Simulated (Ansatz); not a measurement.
Program: Ansatz. Geometries: PBE0-D4/def2-TZVP. ΔE: electronic, gas phase. CBS: MP2 limit from def2 TZ/QZ plus the TZ coupled-cluster correction, frozen cores. This one scheme is used for every species. Functionals use def2-TZVPP. B3LYP here is the variant with VWN-RPA as its local correlation; programs differ in this. One conformer a species, not always the lowest.

`FCC(F)C(F)F` → `FCC(F)F` + `[CH]F`  (formal loss of a carbene)

(1) Is it downhill or uphill in electronic energy at CCSD(T)/CBS, and by how much? (Best estimate.)

(2) What do these levels give: LDA (SPW92), B3LYP-D4, r2SCAN0-D4, r2SCAN, r2SCAN0, HF/def2-SVP? (Best estimate.)

(3) What do rigid-rotor, harmonic-oscillator terms from PBE0-D4/def2-TZVP frequencies (298.15 K, 1 bar) make of the CCSD(T)/CBS value? (Best estimate.)

Largest T1 diagnostic among the species: 0.018.

Answers

(1) The calculation gave: Uphill: ΔE = +376.5 kJ/mol.

(2) Computed: LDA (SPW92) 447.0, B3LYP-D4 373.7, r2SCAN0-D4 403.5, r2SCAN 396.7, r2SCAN0 401.4, HF/def2-SVP 347.9 kJ/mol.

(3) Ansatz gave: ΔZPE = -22.2 kJ/mol, ΔH = +359.0 kJ/mol, ΔS = 175 J/(mol·K), ΔG = +306.9 kJ/mol.

From PBE to PBE0 (25 % exact exchange), in def2-TZVPP and without D4, ΔE moves by +10.3 kJ/mol. The D4 term adds +10.9 kJ/mol with B3LYP and +5.9 kJ/mol with PBE0; it sums over pairs of atoms, weighted by their polarisabilities, and B3LYP, whose exchange is more repulsive, gets the larger term. Leaving LDA and LC-ωPBE aside and taking each functional with its dispersion term where it has one, the values, not all of them listed here, spread over 43.0 kJ/mol, from BLYP-D4 to r2SCAN0-D4. LDA lies +63.7 kJ/mol from PBE without D4.
